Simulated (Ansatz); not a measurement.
Calculated with Ansatz (gas phase, PBE0-D4/def2-TZVP geometries, no zero-point term in ΔE). CCSD(T)/CBS is the MP2 limit (def2-TZVPP, def2-QZVPP) plus CCSD(T) − MP2 in def2-TZVPP, frozen cores. Functionals use def2-TZVPP. B3LYP here is the variant with VWN-RPA as its local correlation; programs differ in this. For Se outer-core shells are correlated without core-valence functions, which leaves a few kJ/mol of doubt a bond. Scalar relativity is left out up to krypton. Each species was taken in one conformer, which may not be the lowest.

Consider the ligand exchange at the Si–Se bond: `B[Se][SiH2][SiH3]` + `OCF` → `FCO[SiH2][SiH3]` + `B[SeH]`.

```
             level  ΔE (eV)
         r2SCAN-D4    -0.16
            r2SCAN    -0.17
             B3LYP    -0.24
    MP2/def2-TZVPP    -0.13
SCS-MP2/def2-TZVPP    -0.20
   CCSD/def2-TZVPP    -0.21
CCSD(T)/def2-TZVPP    -0.18
      HF/CBS(def2)    -0.34
```

**Question.** What does CCSD(T)/CBS give? (An estimate is asked.)

**Answer.** The calculation gave: -0.14 eV. The listed levels differ from it by -0.02, -0.03, -0.10, 0.01, -0.06, -0.07, -0.04, -0.20 eV.

Largest T1 diagnostic among the species: 0.014.

The D4 term adds +0.04 eV with B3LYP and +0.02 eV with PBE0; it sums over pairs of atoms, weighted by their polarisabilities, and B3LYP, whose exchange is more repulsive, gets the larger term. In def2-TZVPP, CCSD(T) changes the Hartree–Fock value by +0.14 eV (the triples alone add +0.03 eV) and MP2 by +0.19 eV.
